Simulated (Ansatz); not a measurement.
Ansatz (an electronic-structure program) input (CCSD(T)/cc-pVDZ):

Ansatz 0.2 input:
```yaml
crystal:
  periodic: [false, false, false]
  atoms:
    - {symbol: C, position_ang: [1.98961113, -1.21143039, -0.43394223]}
    - {symbol: C, position_ang: [1.67721269, -0.01083572, 0.40255234]}
    - {symbol: C, position_ang: [0.46472078, 0.63852387, 0.56760439]}
    - {symbol: C, position_ang: [-0.80640109, 0.35765503, 0.08475345]}
    - {symbol: C, position_ang: [-1.92536942, 1.31988098, 0.34084552]}
    - {symbol: C, position_ang: [-1.18085886, -0.85109087, -0.71915316]}
    - {symbol: H, position_ang: [1.48674854, -1.18812755, -1.40167306]}
    - {symbol: H, position_ang: [3.06289430, -1.27660073, -0.61749405]}
    - {symbol: H, position_ang: [1.69623759, -2.14740734, 0.05722968]}
    - {symbol: H, position_ang: [2.51321619, 0.41082902, 0.94838165]}
    - {symbol: H, position_ang: [0.52195974, 1.53412687, 1.18136601]}
    - {symbol: H, position_ang: [-2.36173263, 1.67489404, -0.60085248]}
    - {symbol: H, position_ang: [-2.74290084, 0.84020552, 0.89174546]}
    - {symbol: H, position_ang: [-1.59655367, 2.19072307, 0.90770948]}
    - {symbol: H, position_ang: [-1.16150918, -0.63648315, -1.79525590]}
    - {symbol: H, position_ang: [-0.52786322, -1.70071584, -0.54167206]}
    - {symbol: H, position_ang: [-2.20398813, -1.15766109, -0.48544673]}
basis:
  gaussian:
    orbitals: cc-pVDZ
magnetization: {spin_polarized: true, initial_magnetization: 1}
correlation: {method: ccsd_t, electrons: outside_noble_gas}
```

End of the output:

```
integrals: 0.51 GiB planned
1260 factors; integrals over basis functions are off by at most 1.2e-3 eV
0.60 GiB of device memory are held for the factors and their scratch space
mean field: 0.92 GiB planned
mean field evaluation 1: about -6351.6848 eV, gradient 2.4e1 eV
mean field evaluation 2: about -6351.9498 eV, gradient 2.4e1 eV
mean field evaluation 4: about -6356.1204 eV, gradient 3.4e0 eV
mean field evaluation 8: about -6356.3664 eV, gradient 3.4e-1 eV
mean field evaluation 16: about -6351.6845 eV, gradient 2.4e1 eV
mean field -6356.36879524 eV, -233.5922447236 hartree, gradient 1.9e-6 eV, S^2 0.949146; 0 other end points of the search recorded, 0 dependent functions left out
6 core orbitals not correlated
reference -6356.36879524 eV, -233.5922447236 hartree; 18, 17 occupied and 115, 116 virtual orbitals, 1260 factors
second order -21.85900070 eV of doubles, -0.00000000 eV of singles
coupled cluster: 5.54 GiB planned
cycle   1  -23.33907714 eV  change    -1.5e0 eV  update   1.1e-1
cycle   2  -24.05734544 eV  change   -7.2e-1 eV  update   4.2e-2
cycle   3  -24.22232971 eV  change   -1.6e-1 eV  update   2.6e-2
cycle   4  -24.23709396 eV  change   -1.5e-2 eV  update   1.3e-2
cycle   5  -24.23723487 eV  change   -1.4e-4 eV  update   4.2e-3
cycle   6  -24.23791835 eV  change   -6.8e-4 eV  update   1.4e-3
cycle   7  -24.23808435 eV  change   -1.7e-4 eV  update   4.1e-4
cycle   8  -24.23813606 eV  change   -5.2e-5 eV  update   1.7e-4
cycle   9  -24.23814293 eV  change   -6.9e-6 eV  update   7.2e-5
cycle  10  -24.23814880 eV  change   -5.9e-6 eV  update   4.1e-5
coupled cluster: 5.54 GiB planned
perturbative correction -0.78728312 eV, -0.0289321208 hartree
Total energy: -6381.39422716 eV, -234.5119123837 hartree
```

It need not be the lowest isomer of its formula.

The determinant is spin-contaminated: <S^2> is 0.95 against 0.75 for a pure state.
